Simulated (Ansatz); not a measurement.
C3H10Si2, SMILES `[SiH3]/C=C/C[SiH3]`, relaxed with RKS PBE-D4/def2-SVP in Ansatz 0.2.0 from a rough embedded geometry. The force threshold is 0.03 eV/Å; the program also tests the step.

Total charge 0; spin multiplicity 1.

Start:

```xyz
15

Si    2.586   -0.443   -1.162
C     1.153    0.373   -0.487
C     0.294   -0.149    0.375
C    -0.964    0.686    0.944
Si   -2.586   -0.042    0.544
H     3.839    0.179   -0.788
H     2.615   -1.893   -0.713
H     2.476   -0.474   -2.686
H     1.024    1.364   -0.818
H     0.379   -1.162    0.781
H    -0.781    0.679    2.053
H    -0.890    1.684    0.603
H    -3.618    0.729    1.174
H    -2.696   -1.475    1.081
H    -2.830   -0.056   -0.899
```

(1) How much energy does the relaxation release, and in how many steps? (Best estimate.)

(2) Which bonds change most? (Estimate.)

(3) Give the relaxed structure. (Estimate.)

Answers

(1) Computed: 13.72 kcal/mol, in 11 steps, 1 of them rejected.

(2) The calculation gave: C3–C4 from 1.613 to 1.497 Å; Si1–C2 from 1.782 to 1.871 Å; C4–Si5 from 1.823 to 1.912 Å; Si5–H13 from 1.434 to 1.507 Å.

(3) The calculation gave: 
```xyz
15

Si    2.514   -0.542   -1.215
C     1.089    0.433   -0.494
C     0.303   -0.024    0.510
C    -0.879    0.683    1.096
Si   -2.518   -0.061    0.450
H     3.821    0.195   -1.065
H     2.613   -1.865   -0.503
H     2.317   -0.795   -2.688
H     0.873    1.440   -0.902
H     0.507   -1.029    0.929
H    -0.896    0.590    2.204
H    -0.875    1.765    0.847
H    -3.690    0.585    1.142
H    -2.548   -1.541    0.722
H    -2.629    0.164   -1.032
```
